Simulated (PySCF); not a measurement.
K: ionisation energy

K [Ar] 4s1 (2S) → K⁺ [Ar] (1S), as a difference of total energies. All numbers are calculated (PySCF 2.14, scalar relativity by spin-free X2C-1e, in x2c-TZVPall (6s4p3d, 33 functions)). The calculations carry no spin-orbit coupling.

```tsv
method	ionisation energy (eV)	error (eV)
UHF	4.023	-0.318
M06-2X	4.293	-0.048
M06-L	3.715	-0.626
```

Reference: 4.341 eV (measured; NIST Atomic Spectra Database, ionization energies).
